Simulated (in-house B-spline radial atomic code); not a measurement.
# PBE hybrid excitations of Tl³⁺

Method: PBE hybrid with 0.4 exact exchange. Computed with a B-spline radial code for spherical atoms: linear response of the closed shell [Xe] 4f14 5d10 with the functional's adiabatic kernel; scalar-relativistic (spin-free one-electron X2C), finite nucleus, no spin-orbit coupling, no double excitations, S, P, D and F terms only; shells from n = 3 respond. Only terms of natural parity with L up to 3 were computed.

Spin-orbit coupling is strong here, so these LS terms don't match observed levels.

Command:
```bash
python run_td.py task.json out
```
Settings (radii: box in bohr, nucleus in fm):
```
Z                        81
electrons                78
configuration            [Xe] 4f14 5d10
hamiltonian              x2c
method                   pbeh
box_radius               23.08
exact_exchange_fraction  0.4
rms_radius               5.4759
intervals                71
```

Time taken, with all properties: 13 s on 1 thread of Arm Neoverse N1 (shared host).

The lowest states, in the order of their Tamm-Dancoff energies; the method's threshold (minus the highest occupied level) is 47.68 eV. Labels give the largest channel, * marks a mixed state, and oscillator strengths are full-response dipole values. Semilocal kernels can invert the small singlet-triplet splittings of Rydberg terms. Energies in eV:

```tsv
state	full response	Tamm-Dancoff	oscillator strength
5d → 6s 3D	9.767	9.808	-
5d → 6s 1D	10.821	10.857	-
5d → 6p 3P	20.063	20.104	-
5d → 6p 3F	20.405	20.431	-
5d → 6p 1F	20.840	20.843	-
5d → 6p 1P	21.684	21.780	1
5d → 6d 3S	31.17	31.20	-
5d → 7s 3D	31.53	31.53	-
5d → 7s 1D	31.70	31.71	-
5d → 6d 3D	31.82	31.83	-
5d → 6d 1D	?	?	-
5d → 6d 1S	33.66	33.87	-
5d → 7p 3P	34.76	34.77	-
5d → 7p 3F	34.89	34.89	-
5d → 7p 1F	35.00	35.01	-
5d → 7p 1P	?	?	?
5d → 5f 3P	35.27	35.29	-
5d → 5f 3F	35.71	35.72	-
5d → 5f 1F	35.99	35.99	-
5d → 5f 1P	36.84	36.95	1.52
5d → 8s 3D	38.62	38.62	-
5d → 8s 1D	38.67	38.67	-
```

Task: Where does 5d → 6d 1D lie?

Result: At 32.07 eV in full response, 32.08 eV in Tamm-Dancoff.

Task: Where does 5d → 7p 1P lie?

Result: At 35.05 eV in full response, 35.06 eV in Tamm-Dancoff, oscillator strength 5.83e-08.

Task: How large is the singlet-triplet splitting of 5d → 6s (D terms) in Tamm-Dancoff?

Result: 1.05 eV, from the unrounded values.

Task: What polarisabilities and dispersion coefficient does the method give?

Result: Dipole 5.164 bohr³, quadrupole 19.35 bohr⁵, C6 30.26 hartree·bohr⁶ for two such species.
